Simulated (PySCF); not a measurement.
**Spin-rotation constants: `N#CC1=COC(=O)[SiH2]C1`, C5H5NO2Si**

Geometry:
```json
{"atom": "N1", "x (Å)": "3.587", "y (Å)": "0.249", "z (Å)": "-0.570"}
{"atom": "C2", "x (Å)": "2.447", "y (Å)": "0.302", "z (Å)": "-0.459"}
{"atom": "C3", "x (Å)": "1.042", "y (Å)": "0.294", "z (Å)": "-0.314"}
{"atom": "C4", "x (Å)": "0.423", "y (Å)": "1.467", "z (Å)": "-0.118"}
{"atom": "O5", "x (Å)": "-0.896", "y (Å)": "1.724", "z (Å)": "0.032"}
{"atom": "C6", "x (Å)": "-1.824", "y (Å)": "0.765", "z (Å)": "0.319"}
{"atom": "O7", "x (Å)": "-2.973", "y (Å)": "1.108", "z (Å)": "0.395"}
{"atom": "Si8", "x (Å)": "-1.229", "y (Å)": "-1.040", "z (Å)": "0.614"}
{"atom": "C9", "x (Å)": "0.377", "y (Å)": "-1.051", "z (Å)": "-0.409"}
{"atom": "H10", "x (Å)": "0.988", "y (Å)": "2.391", "z (Å)": "-0.098"}
{"atom": "H11", "x (Å)": "-0.946", "y (Å)": "-1.178", "z (Å)": "2.043"}
{"atom": "H12", "x (Å)": "-2.238", "y (Å)": "-1.953", "z (Å)": "0.097"}
{"atom": "H13", "x (Å)": "0.165", "y (Å)": "-1.253", "z (Å)": "-1.465"}
{"atom": "H14", "x (Å)": "1.077", "y (Å)": "-1.825", "z (Å)": "-0.090"}
```

Level of theory: GIAO KT3/pcSseg-1 magnetisability, rotational g tensor and spin-rotation constants, non-relativistic, gas phase in PySCF. Geometry: GFN2-xTB.

**Question.** Give the nuclear spin-rotation constants along the inertial axes (H = +C I·J) beside the isotropic shieldings.

**Answer.** Rotational constants 3.0911, 0.9332, 0.7384 GHz. A star marks the isotopologue with that one atom substituted, in its own axes.
```csv
atom,isotope,Caa (kHz),Cbb (kHz),Ccc (kHz),mean (kHz),σ (ppm)
N1,14N,0.164,0.193,0.156,0.171,-29.7
H10,1H,-0.149,0.042,-0.076,-0.061,24.6
H11,1H,-0.316,-0.079,0.028,-0.122,27.4
H12,1H,-0.176,-0.032,-0.045,-0.085,27.7
H13,1H,-0.318,-0.107,0.021,-0.135,29.4
H14,1H,-0.168,-0.028,-0.082,-0.093,29.7
C2,13C*,0.032,0.393,0.316,0.247,73.0
C3,13C*,1.166,0.220,0.101,0.496,97.8
C4,13C*,1.387,0.326,0.170,0.628,35.7
O5,17O*,-1.542,-0.267,-0.106,-0.638,17.9
C6,13C*,1.157,0.438,0.191,0.595,19.1
O7,17O*,-2.558,-0.503,-0.090,-1.051,-209.3
Si8,29Si*,-1.497,-0.536,-0.380,-0.804,439.9
C9,13C*,0.477,0.118,0.102,0.232,170.3
```
For the geometry as given, no vibrational averaging.
